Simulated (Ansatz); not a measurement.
Kohn–Sham single points on C3H10NNbO3 (`C[O][Nb](=[NH])([O]C)[O]C`).

```yaml
crystal:
  periodic: [false, false, false]
  atoms:
    - {symbol: C, position_ang: [-0.424187, -2.950820, -0.943990]}
    - {symbol: O, position_ang: [0.296083, -1.802040, -0.612621]}
    - {symbol: Nb, position_ang: [0.101890, -0.018416, -0.009135]}
    - {symbol: N, position_ang: [-1.607403, 0.306875, 0.220386]}
    - {symbol: O, position_ang: [0.984661, 0.219723, 1.648391]}
    - {symbol: C, position_ang: [0.771295, 0.560248, 2.985113]}
    - {symbol: O, position_ang: [0.774516, 1.193942, -1.297937]}
    - {symbol: C, position_ang: [0.405510, 2.247514, -2.135848]}
    - {symbol: H, position_ang: [-1.500221, -2.796063, -0.809438]}
    - {symbol: H, position_ang: [-0.107738, -3.785720, -0.310176]}
    - {symbol: H, position_ang: [-0.236462, -3.221350, -1.988270]}
    - {symbol: H, position_ang: [-2.589477, 0.493442, 0.352558]}
    - {symbol: H, position_ang: [1.354205, 1.451021, 3.241380]}
    - {symbol: H, position_ang: [1.092820, -0.260019, 3.635274]}
    - {symbol: H, position_ang: [-0.287290, 0.766206, 3.177138]}
    - {symbol: H, position_ang: [-0.652508, 2.501780, -2.009763]}
    - {symbol: H, position_ang: [1.008694, 3.132919, -1.909603]}
    - {symbol: H, position_ang: [0.577914, 1.971856, -3.181459]}
basis:
  gaussian: {orbitals: def2-TZVPP}
hamiltonian: {xc: {name: LC-wPBE}}
output: {orbitals: {seedname: orbitals}}
```

```sh
$ ansatz run in.yaml --threads 4 --pin off --events-out ev --progress --plain --max-ram 66560MiB --backend cuda --devices 0, --max-vram 37GiB
```

It prints (some lines left out):

```
Functional definition: LC-wPBE
2067 factors; their error is unknown
663 factors; integrals over basis functions are off by at most 2.3e-5 eV
mean field evaluation 1: about -12441.1920 eV, gradient 1.0e2 eV
mean field evaluation 2: about -12410.3764 eV, gradient 1.7e2 eV
mean field evaluation 4: about -12458.3522 eV, gradient 1.0e1 eV
mean field evaluation 8: about -12458.5322 eV, gradient 5.0e-1 eV
mean field evaluation 16: about -12458.4947 eV, gradient 7.3e-4 eV
mean field -12458.49466966 eV, -457.8412344388 hartree, gradient 5.5e-5 eV, S^2 0.000000; 0 other end points of the search recorded, 0 dependent functions left out
reference -12458.49466967 eV, -457.8412344393 hartree; 36, 36 occupied and 377, 377 virtual orbitals, 2067 factors
Total energy: -12458.49466967 eV, -457.8412344393 hartree
```

It took 6 s on 4 threads of an AMD EPYC 7R13 on a shared host and a share of an NVIDIA H100 80 GB, with 0.93 GiB of host memory at the peak.

Changing it to `hamiltonian: {xc: r2scan, dispersion: d4}` and forces (abridged; 5.5 s):

```
Functional definition: r2SCAN
mean field evaluation 16: about -12460.1952 eV, gradient 2.4e-3 eV
mean field -12460.19521601 eV, -457.9037283648 hartree, gradient 1.8e-5 eV, S^2 0.000000
Total energy: -12460.30700869 eV, -457.9078366698 hartree
Atom 0 force    -0.148232    -0.240128    -0.068821 eV/Å
Atom 1 force     0.186518     0.001931    -0.012977 eV/Å
Atom 2 force     0.237489    -0.045180    -0.030297 eV/Å
Atom 3 force    -0.432705     0.082289     0.058594 eV/Å
Atom 4 force     0.172408    -0.041711    -0.061882 eV/Å
Atom 5 force    -0.042657     0.070341     0.278169 eV/Å
Atom 6 force     0.176687    -0.062484     0.001306 eV/Å
Atom 7 force    -0.075171     0.220800    -0.173945 eV/Å
Atom 8 force     0.003019     0.001906     0.000224 eV/Å
Atom 9 force    -0.003664     0.003056    -0.006670 eV/Å
Atom 10 force    -0.002257    -0.001714     0.007737 eV/Å
Atom 11 force    -0.063686     0.012310     0.008002 eV/Å
Atom 12 force    -0.004037    -0.006750     0.002163 eV/Å
Atom 13 force    -0.002113     0.007964    -0.001194 eV/Å
Atom 14 force     0.002108    -0.000713    -0.002581 eV/Å
Atom 15 force     0.002936    -0.002723     0.000607 eV/Å
Atom 16 force    -0.005866    -0.004845    -0.005178 eV/Å
Atom 17 force    -0.000776     0.005651     0.006743 eV/Å
Dipole moment:    -0.230692     0.043228     0.029397 e Å
```

With the line `hamiltonian: {xc: {name: wB97X-V}}` (abridged; 7 s):

```
Functional definition: wB97X-V
mean field evaluation 16: about -12460.2830 eV, gradient 4.9e-4 eV
mean field -12460.28296404 eV, -457.9069530454 hartree, gradient 1.3e-5 eV, S^2 0.000000
Total energy: -12460.28296020 eV, -457.9069529041 hartree
```

The same input with `hamiltonian: {xc: {name: revPBE}, dispersion: d4}` (abridged; 6.5 s):

```
Functional definition: revPBE
mean field evaluation 16: about -12463.0335 eV, gradient 3.3e-3 eV
mean field -12463.03349803 eV, -458.0080333051 hartree, gradient 8.2e-5 eV, S^2 0.000000
Total energy: -12464.18003544 eV, -458.0501677777 hartree
```

With the line `hamiltonian: {xc: {name: BHLYP}, dispersion: d4}` (abridged; 4.8 s):

```
Functional definition: BHLYP
mean field evaluation 16: about -12455.6267 eV, gradient 5.3e-4 eV
mean field -12455.62673078 eV, -457.7358396291 hartree, gradient 6.5e-5 eV, S^2 0.000000
Total energy: -12456.12503219 eV, -457.7541518683 hartree
```

With the line `hamiltonian: {xc: {name: B3LYP}, dispersion: d4}` and forces (abridged; 8 s):

```
Functional definition: B3LYP
mean field evaluation 16: about -12465.8657 eV, gradient 9.1e-3 eV
mean field -12465.86572543 eV, -458.1121157424 hartree, gradient 4.5e-5 eV, S^2 0.000000
Total energy: -12466.50149514 eV, -458.1354798481 hartree
Atom 0 force    -0.163822    -0.341959    -0.101354 eV/Å
Atom 1 force     0.168258    -0.042435    -0.026515 eV/Å
Atom 2 force     0.201793    -0.038317    -0.025224 eV/Å
Atom 3 force    -0.504802     0.095834     0.068235 eV/Å
Atom 4 force     0.172543    -0.030435    -0.013477 eV/Å
Atom 5 force    -0.016545     0.089701     0.381600 eV/Å
Atom 6 force     0.171109    -0.024933    -0.030732 eV/Å
Atom 7 force    -0.061668     0.298937    -0.247775 eV/Å
Atom 8 force     0.052831    -0.012338    -0.008374 eV/Å
Atom 9 force    -0.023328     0.029793    -0.036410 eV/Å
Atom 10 force    -0.016358     0.000918     0.049906 eV/Å
Atom 11 force     0.007848    -0.001277    -0.001622 eV/Å
Atom 12 force    -0.031069    -0.042154     0.001739 eV/Å
Atom 13 force    -0.017982     0.045876    -0.018399 eV/Å
Atom 14 force     0.053883    -0.009111    -0.004679 eV/Å
Atom 15 force     0.053791    -0.009506    -0.010390 eV/Å
Atom 16 force    -0.035042    -0.034301    -0.021535 eV/Å
Atom 17 force    -0.011439     0.025707     0.045008 eV/Å
Dipole moment:    -0.245505     0.046062     0.031383 e Å
```

B3LYP takes the VWN-RPA correlation (the form of Gaussian; ORCA's B3LYP/G).
